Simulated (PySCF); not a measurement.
# BEt2(NCO): computed shieldings and shifts

BEt2(NCO), C5H10BNO, point group C1.

Geometry (Å), atoms numbered from 1 in this order:
```xyz
18

B    -0.190   -0.264    0.008
C     1.381   -0.246   -0.119
C     2.008   -0.425    1.271
H     1.723    0.707   -0.556
H     1.729   -1.057   -0.781
H     3.108   -0.414    1.224
H     1.703    0.379    1.961
H     1.708   -1.381    1.728
C    -1.042    1.058    0.109
C    -1.352    1.583   -1.300
H    -0.470    1.825    0.660
H    -1.983    0.889    0.656
H    -1.907    2.533   -1.264
H    -0.432    1.763   -1.880
H    -1.965    0.867   -1.871
N    -0.856   -1.525    0.040
C    -1.359   -2.609    0.079
O    -1.860   -3.665    0.116
```

GIAO calculations in PySCF 2.14 on the PBE0-D3(BJ)/def2-SVP structure: isolated species, non-relativistic, equivalent atoms averaged; basis pcSseg-1.

(1) Give the isotropic shieldings (ppm) with KT2, PBE0.

(2) And the chemical shifts, against references computed in the same way?

(3) Which part of the shielding of O18 depends on the functional?

(4) What couplings does B3LYP/pcJ-1 (spin–dipole term only in couplings to heteroatoms) give?

Results:

(1) 
```tsv
atoms	environment	KT2	PBE0
O18	oxygen bonded to C	153.5	153.5
N16	nitrogen bonded to C, B	173.5	178.9
C17	carbon bonded to N, O	56.7	49.8
C2/C9	carbon bonded to C, B, 2 H	161.9	164.4
C3/C10	carbon bonded to C, 3 H	173.2	175.2
B1	boron bonded to 2 C, N	46.9	42.1
H4/H5/H11/H12	hydrogen on a carbon bonded to C, B	30.07	30.22
H6/H7/H8/H13/H14/H15	hydrogen on a carbon bonded to C	30.20	30.30
HOMO–LUMO gap (eV)	–	4.36	6.59
```

(2) 
```json
{"atoms": "O18", "nucleus, reference": "$^{17}$O, H2O", "KT2": "177.2", "PBE0": "181.1"}
{"atoms": "N16", "nucleus, reference": "$^{15}$N, NH3", "KT2": "90.8", "PBE0": "86.8"}
{"atoms": "C17", "nucleus, reference": "$^{13}$C, TMS", "KT2": "126.5", "PBE0": "134.6"}
{"atoms": "C2/C9", "nucleus, reference": "$^{13}$C, TMS", "KT2": "21.3", "PBE0": "20.0"}
{"atoms": "C3/C10", "nucleus, reference": "$^{13}$C, TMS", "KT2": "10.0", "PBE0": "9.2"}
{"atoms": "B1", "nucleus, reference": "$^{11}$B, BF3·OEt2", "KT2": "53.0", "PBE0": "58.7"}
{"atoms": "H4/H5/H11/H12", "nucleus, reference": "$^{1}$H, TMS", "KT2": "1.11", "PBE0": "1.04"}
{"atoms": "H6/H7/H8/H13/H14/H15", "nucleus, reference": "$^{1}$H, TMS", "KT2": "0.98", "PBE0": "0.96"}
```

(3) Diamagnetic: KT2 402, PBE0 400 ppm; paramagnetic: KT2 -248, PBE0 -247 ppm.

(4) $^{1}J$(C3,H6) = 134.3, $^{1}J$(C2,H4) = 127.6, $^{1}J$(N16,C17) = -67.9, $^{1}J$(B1,C2) = 59.3, $^{1}J$(B1,N16) = -37.7, $^{1}J$(C2,C3) = 30.1, $^{1}J$(C17,O18) = 17.8, $^{2}J$(B1,C17) = 15.2, $^{2}J$(H6,H7) = -14.2, $^{2}J$(H4,H5) = -11.4, $^{2}J$(C2,C9) = 6.6, $^{2}J$(C3,H4) = -5.7, $^{2}J$(B1,H4) = -5.5, $^{2}J$(C2,N16) = -3.2 Hz (averaged over equivalent pairs; isotopes $^{13}$C, $^{1}$H, $^{15}$N, $^{11}$B, $^{17}$O).

Experimental scales use liquid or dissolved standards, which lie at an offset from isolated NH3 (liquid NH3: subtract about 20 ppm) and H2O (liquid H2O: subtract about 36 ppm).
